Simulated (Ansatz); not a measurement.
# Molecular dynamics of Al18In

The input (input.yaml):

```yaml
accuracy: low
crystal:
  lattice:
    - [5.727565, 0.0, 0.0]
    - [4.295674, 7.440325, 0.0]
    - [0.0, 0.0, 15.676537]
  atoms:
    - { symbol: Al, position: [0.1666667, 0.1111111, 0.0637896] }
    - { symbol: Al, position: [0.6666667, 0.1111111, 0.0637896] }
    - { symbol: Al, position: [0.1666667, 0.4444444, 0.0637896] }
    - { symbol: Al, position: [0.6666667, 0.4444444, 0.0637896] }
    - { symbol: Al, position: [0.1666667, 0.7777778, 0.0637896] }
    - { symbol: Al, position: [0.6666667, 0.7777778, 0.0637896] }
    - { symbol: Al, position: [-0.16541008, 0.22229423, 0.21515146] }
    - { symbol: Al, position: [0.33566348, 0.22160757, 0.21568896] }
    - { symbol: Al, position: [-0.16380543, 0.55366131, 0.21537583] }
    - { symbol: Al, position: [0.33362742, 0.55462057, 0.2139064] }
    - { symbol: Al, position: [-0.1659289, 0.8884271, 0.21363273] }
    - { symbol: Al, position: [0.3367353, 0.8876677, 0.21525616] }
    - { symbol: Al, position: [0.00084377, 0.00982956, 0.36045321] }
    - { symbol: Al, position: [0.50247371, 0.00058958, 0.36956914] }
    - { symbol: Al, position: [0.00208401, 0.33195628, 0.36788155] }
    - { symbol: Al, position: [0.49809917, 0.33474823, 0.36961136] }
    - { symbol: Al, position: [-0.00078295, 0.65651194, 0.36120652] }
    - { symbol: Al, position: [0.49731506, 0.66440966, 0.37033528] }
    - { symbol: In, position: [0.00119803, 0.83509423, 0.51457446] }
basis:
  ecutwfc: 420.0
kpoints:
  mp_grid: { grid: [3, 2, 1] }
hamiltonian:
  xc: pbe
  pseudopotentials: { kind: paw, azcp: { folder: soft_1 } }
scf:
  occupations: { method: fermi_dirac, width: 0.05 }
  lower_state_search: "off"
md:
  timestep: 2
  n_steps: 110
  ensemble: nvt_nose_hoover
  temperature: 300.0
  initial_velocities: maxwell_boltzmann
  seed: 705489
  nose_hoover: { tau: 200.0, chain_length: 3 }
  constraints: [{ sites: [0, 1, 2, 3, 4, 5] }]
```

Command:

```bash
$ ansatz run input.yaml --threads 1 --pin off --max-ram 3072MiB --backend cpu --events-out ev --progress --plain --runs-dir out
```

It starts from a partly relaxed structure (largest force component 0.07 eV/Å).

Output, in part (step lines):

```
md step     0: t =     0.00 fs  T =   300.0 K  F+E_penalty+E_count = -15269.14344145 eV  E_kin = 0.504114 eV  conserved = -15268.63932745 eV  (11 SCF iters)
md step     1: t =     2.00 fs  T =   297.9 K  F+E_penalty+E_count = -15269.13995701 eV  E_kin = 0.500644 eV  conserved = -15268.63931356 eV  (7 SCF iters)
md step     2: t =     4.00 fs  T =   292.4 K  F+E_penalty+E_count = -15269.13058453 eV  E_kin = 0.491299 eV  conserved = -15268.63928699 eV  (7 SCF iters)
md step     3: t =     6.00 fs  T =   283.6 K  F+E_penalty+E_count = -15269.11572922 eV  E_kin = 0.476485 eV  conserved = -15268.63924910 eV  (7 SCF iters)
md step     4: t =     8.00 fs  T =   271.8 K  F+E_penalty+E_count = -15269.09598009 eV  E_kin = 0.456791 eV  conserved = -15268.63920183 eV  (8 SCF iters)
md step     5: t =    10.00 fs  T =   257.7 K  F+E_penalty+E_count = -15269.07208362 eV  E_kin = 0.432966 eV  conserved = -15268.63914676 eV  (3 SCF iters)
md step     6: t =    12.00 fs  T =   241.5 K  F+E_penalty+E_count = -15269.04491411 eV  E_kin = 0.405885 eV  conserved = -15268.63908585 eV  (3 SCF iters)
md step     7: t =    14.00 fs  T =   224.1 K  F+E_penalty+E_count = -15269.01544106 eV  E_kin = 0.376518 eV  conserved = -15268.63902122 eV  (3 SCF iters)
[... lines left out ...]
md step   110: t =   220.00 fs  T =   182.7 K  F+E_penalty+E_count = -15268.79295729 eV  E_kin = 0.307052 eV  conserved = -15268.63883273 eV  (8 SCF iters)
```

The steps, from the saved trajectory:

```csv
time (fs),T (K),potential energy less start (eV),conserved less start (meV/atom)
0,300,0.000,0.00
6,284,0.028,0.00
12,242,0.099,0.01
18,187,0.190,0.02
24,138,0.274,0.03
30,106,0.328,0.04
36,98,0.341,0.03
42,111,0.320,0.03
48,134,0.282,0.02
54,154,0.251,0.01
60,160,0.242,0.01
66,151,0.261,0.01
72,130,0.298,0.02
78,108,0.338,0.03
84,95,0.361,0.03
90,99,0.356,0.03
96,121,0.321,0.03
102,155,0.268,0.02
108,192,0.211,0.02
114,221,0.169,0.01
120,236,0.150,0.01
126,236,0.156,0.02
132,226,0.181,0.02
138,212,0.212,0.02
144,199,0.239,0.03
150,194,0.255,0.03
156,196,0.258,0.03
162,203,0.253,0.02
168,210,0.249,0.02
174,212,0.251,0.02
180,210,0.262,0.02
186,204,0.280,0.02
192,197,0.297,0.03
198,193,0.311,0.03
204,191,0.320,0.03
210,190,0.329,0.02
216,186,0.341,0.02
```

The run went to its last step. The conserved energy stayed within 0.036 meV per atom of its start (net change 0.026 meV per atom), so the integration is sound. The mean temperature of the second half is 31 % below the set value. A run of 0.22 ps of so small a system gives no equilibrium averages. Limits of this set-up: coarse k mesh, thin slab, slab without dipole correction, low accuracy level.

Mean squared displacements from the first frame to the last: Al 0.02 Å², In 0.28 Å².

Last frame:

```xyz
19
Lattice="5.7276 0.0000 0.0000 4.2957 7.4403 0.0000 0.0000 0.0000 15.6765" Properties=species:S:1:pos:R:3
Al 1.432 0.827 1.000
Al 4.296 0.827 1.000
Al 2.864 3.307 1.000
Al 5.728 3.307 1.000
Al 4.296 5.787 1.000
Al 7.160 5.787 1.000
Al 0.059 1.744 3.329
Al 2.996 1.571 3.234
Al 1.331 4.180 3.230
Al 4.317 4.277 3.269
Al 2.944 6.564 3.325
Al 5.742 6.657 3.329
Al -0.039 0.084 5.653
Al 2.928 0.053 5.678
Al 1.417 2.474 5.539
Al 4.364 2.628 5.560
Al 2.611 4.955 5.585
Al 5.606 5.059 5.589
In 3.081 6.305 8.128
```

Time of the run: 11 min on 1 thread of Arm Neoverse V2, with other jobs on the host, peak memory 0.8 GiB.
